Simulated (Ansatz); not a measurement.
Calculation: Ansatz (a program for electronic structure) with frozen-core CCSD(T)/cc-pVTZ // B3LYP-D3(BJ)/def2-TZVP.

Ansatz 0.2 input:
```yaml
crystal:
  periodic: [false, false, false]
  atoms:
    - { symbol: S, position_ang: [-0.683617, 1.74754, -0.024631] }
    - { symbol: Si, position_ang: [0.165762, -0.19628, 0.191538] }
    - { symbol: S, position_ang: [1.567366, -0.416572, -1.394458] }
    - { symbol: S, position_ang: [-1.224503, -1.806773, 0.08804] }
    - { symbol: Br, position_ang: [1.090711, -0.423713, 2.212786] }
    - { symbol: H, position_ang: [-1.328866, 1.713361, 1.155675] }
    - { symbol: H, position_ang: [2.177752, 0.760338, -1.160707] }
    - { symbol: H, position_ang: [-1.764604, -1.377899, -1.068244] }
basis:
  gaussian: { orbitals: cc-pVTZ }
correlation:
  method: ccsd_t
```

Output:

```
Functional definition: HF
1305 factors; integrals over basis functions are off by at most 8.9e-4 eV
mean field evaluation 1: about -110365.6223 eV, gradient 2.3e1 eV
mean field evaluation 2: about -110365.9639 eV, gradient 2.3e1 eV
mean field evaluation 4: about -110368.0507 eV, gradient 3.6e0 eV
mean field evaluation 8: about -110368.1309 eV, gradient 2.4e-1 eV
mean field evaluation 16: about -110368.1313 eV, gradient 1.4e-6 eV
mean field -110368.13131041 eV, -4055.9540154511 hartree, gradient 1.4e-6 eV, S^2 0.000000; 0 other end points of the search recorded, 0 dependent functions left out
29 core orbitals not correlated
reference -110368.13131041 eV, -4055.9540154511 hartree; 21, 21 occupied and 171, 171 virtual orbitals, 1305 factors
second order -23.72799326 eV of doubles, -0.00000000 eV of singles
cycle   1  -24.65701923 eV  change   -9.3e-1 eV  update   1.1e-1
cycle   2  -25.25462249 eV  change   -6.0e-1 eV  update   3.0e-2
cycle   3  -25.35740053 eV  change   -1.0e-1 eV  update   1.4e-2
cycle   4  -25.34655356 eV  change    1.1e-2 eV  update   3.3e-3
cycle   5  -25.34539321 eV  change    1.2e-3 eV  update   1.3e-3
cycle   6  -25.34495690 eV  change    4.4e-4 eV  update   3.7e-4
cycle   7  -25.34478329 eV  change    1.7e-4 eV  update   1.4e-4
cycle   8  -25.34482840 eV  change   -4.5e-5 eV  update   4.2e-5
cycle   9  -25.34483967 eV  change   -1.1e-5 eV  update   1.4e-5
perturbative correction -1.18789648 eV, -0.0436543906 hartree
Total energy: -110394.66404656 eV, -4056.9290755203 hartree
```

Cost: around 6 core-minutes (rough).
